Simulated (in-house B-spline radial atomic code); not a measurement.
LDA VWN5 excitations of the aluminium ion Al³⁺

Method: LDA VWN5. Computed with an all-electron radial atomic-structure program (B-spline basis): linear response of the closed shell [He] 2s2 2p6 with the functional's adiabatic kernel; non-relativistic, point nucleus, no spin-orbit coupling, no double excitations, S, P, D and F terms only. Only terms of natural parity with L up to 3 were computed.

Command:
```bash
python run_td.py task.json out
```
Settings (radii: box in bohr, nucleus in fm):
```
Z                        13
electrons                10
configuration            [He] 2s2 2p6
hamiltonian              nr
method                   lda,vwn
box_radius               15
wall_radius              15
intervals                49
```

Run time, properties included: 0.1 s on 1 thread of Intel(R) Xeon(R) Platinum 8488C (Sapphire Rapids) (shared host).

Confined states, up to the first strongly mixed one, which can leave gaps near the end. Labels give the largest channel, * marks a mixed state, and oscillator strengths are full-response dipole values. Semilocal kernels can invert the small singlet-triplet splittings of Rydberg terms. Energies in eV:

| state | full response | Tamm-Dancoff | oscillator strength |
| --- | --- | --- | --- |
| 2p → 3s 3P | 71.73 | 71.73 | - |
| 2p → 3s 1P | 72.39 | 72.41 | 0.2 |
| 2p → 3p 3S | 78.38 | 78.41 | - |
| 2p → 3p 3D | 79.03 | 79.03 | - |
| 2p → 3p 1D | ? | ? | - |
| 2p → 3p 1S | 82.42 | 82.73 | - |
| 2p → 3d 3P | 87.97 | 87.98 | - |
| 2p → 3d 3F | 88.09 | 88.09 | - |
| 2p → 3d 1F | 88.14 | 88.14 | - |
| 2p → 3d 1P | ? | ? | ? |
| 2p → 4s 3P | 90.55 | 90.55 | - |
| 2p → 4s 1P | 90.71 | 90.71 | 0.0276 |
| 2p → 4p 3S | 92.57 | 92.58 | - |
| 2p → 4p 3D | 92.74 | 92.74 | - |
| 2p → 4p 1D | 92.85 | 92.85 | - |
| 2p → 4p 1S | 93.71 | 93.80 | - |
| 2p → 4d 3P | 95.57 | 95.58 | - |
| 2p → 4d 3F | 95.61 | 95.62 | - |
| 2p → 4d 1F | 95.66 | 95.66 | - |
| 2p → 4d 1P | 95.91 | 95.92 | 0.2 |
| 2p → 4f 1D | 96.43 | 96.43 | - |
| 2p → 4f 3D | 96.45 | 96.45 | - |

Task: Where does 2p → 3d 1P lie?

Result: At 88.73 eV in full response, 88.76 eV in Tamm-Dancoff, oscillator strength 0.54.

Task: Where does 2p → 3p 1D lie?

Result: At 79.41 eV in full response, 79.42 eV in Tamm-Dancoff.

Task: How large is the singlet-triplet splitting of 2p → 3s (P terms) in Tamm-Dancoff?

Result: 0.673 eV, from the unrounded values.

Task: What polarisabilities and dispersion coefficient does the method give?

Result: Dipole 0.2835 bohr³, quadrupole 0.2446 bohr⁵, C6 0.2659 hartree·bohr⁶ for two such species.
